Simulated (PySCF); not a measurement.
Species: C3H8N2Sn.
SMILES with atom numbers: `[SnH3:1][N:2]1[CH2:3][CH2:4][CH:5]=[N:6]1` (hydrogens: H7, H8, H9 on Sn1; H10, H11 on C3; H12, H13 on C4; H14 on C5)

Method: PBE0-D3(BJ)/def2-SVP geometry optimisation, gas phase, def2 core potentials past Kr (PySCF 2.14.0); density fitting, grid level 1; the optimiser is geomeTRIC in internal coordinates, started from a GFN2-xTB structure with every atom displaced at random (about 0.01 Å).

Step 0: E = -12039.2147 eV
```
atom  x, y, z in Å  |  force x, y, z in eV/Å
Sn1     3.1937    1.0945   -0.2397   -0.464   0.484   0.181
N2      1.1695    0.9761   -0.2139   -0.409   0.073  -0.080
C3      0.2906    0.2591    0.7184    1.660  -0.011   0.881
C4     -1.0505    0.8426    0.4547   -2.086   0.218   0.103
C5     -0.7506    1.8914   -0.5716   -0.426  -0.104   0.433
N6      0.4776    1.9333   -0.8760    0.993   0.196  -0.490
H7      3.7531   -0.4330   -0.4013    0.445  -1.184  -0.140
H8      3.7675    1.7526    1.1898    0.187   0.250   0.601
H9      3.4482    2.0907   -1.5201    0.297   0.522  -0.772
H10     0.6382    0.4356    1.7651   -0.207  -0.131  -0.235
H11     0.3662   -0.8141    0.5365   -0.136  -0.416  -0.014
H12    -1.7632    0.0995    0.0492    0.027   0.017   0.026
H13    -1.5731    1.2800    1.3408    0.361  -0.209  -0.261
H14    -1.4737    2.5637   -1.0079   -0.243   0.296  -0.234
```

Step 1: E = -12039.3607 eV
```
atom  x, y, z in Å  |  force x, y, z in eV/Å
Sn1     3.2125    1.1108   -0.2682    0.008  -0.114   0.021
N2      1.1412    0.9669   -0.2335    0.552  -0.010  -0.030
C3      0.2999    0.2587    0.7336   -0.317   0.012  -0.086
C4     -1.1139    0.8262    0.4423    0.343  -0.163   0.042
C5     -0.7770    1.9323   -0.5188   -0.024   0.136  -0.034
N6      0.4606    1.9615   -0.8494   -0.051   0.046  -0.006
H7      3.8212   -0.5412   -0.3748   -0.224   0.593   0.041
H8      3.7912    1.8483    1.2233   -0.187  -0.220  -0.431
H9      3.5835    2.0795   -1.6602   -0.081  -0.290   0.364
H10     0.6016    0.4663    1.7743    0.064   0.040   0.082
H11     0.3537   -0.8328    0.5866    0.030   0.019   0.001
H12    -1.7752    0.0816   -0.0243   -0.084  -0.097  -0.060
H13    -1.6196    1.1757    1.3521   -0.077   0.078   0.063
H14    -1.4864    2.6383   -0.9589    0.047  -0.029   0.033
```

**Question.** Estimate the geometry and energy of step 2. (The exact step hangs on the optimiser's Hessian estimate; all steps are aligned on step 1, rigid shifts and turns removed.)

**Answer.** E = -12039.4060 eV, largest force 0.165 eV/Å
```
atom  x, y, z in Å  |  force x, y, z in eV/Å
Sn1     3.1885    1.1088   -0.2671    0.104  -0.029  -0.020
N2      1.1522    0.9705   -0.2400   -0.024  -0.039  -0.014
C3      0.3129    0.2608    0.7294   -0.162   0.010  -0.028
C4     -1.0977    0.8196    0.4389    0.097  -0.069   0.056
C5     -0.7655    1.9387   -0.5131   -0.003   0.026  -0.021
N6      0.4705    1.9699   -0.8488   -0.096   0.038   0.030
H7      3.7703   -0.4967   -0.3527    0.021  -0.056  -0.001
H8      3.7382    1.8317    1.1857    0.018   0.049   0.084
H9      3.5714    2.0373   -1.6327    0.033   0.029  -0.078
H10     0.6214    0.4723    1.7708    0.015   0.018  -0.004
H11     0.3755   -0.8296    0.5817    0.015   0.004   0.018
H12    -1.7588    0.0718   -0.0334    0.003   0.014  -0.011
H13    -1.6103    1.1696    1.3490   -0.020   0.000  -0.022
H14    -1.4753    2.6473   -0.9438    0.000   0.006   0.011
```

The energy changes by -0.0453 eV. The first-order estimate −F·Δx gives -0.1026 eV and the mean of the old and new forces, exact on a quadratic surface, -0.0437 eV. The step makes an angle of 49° with the force vector and moves no atom by more than 0.071 Å.

The cost below is that of the whole optimisation. Time: 88 s of wall time; peak memory 0.54 GiB. Hardware: an Arm Neoverse V2 with one thread, no GPU, shared host with 96 logical CPUs at a one-minute load of 17.
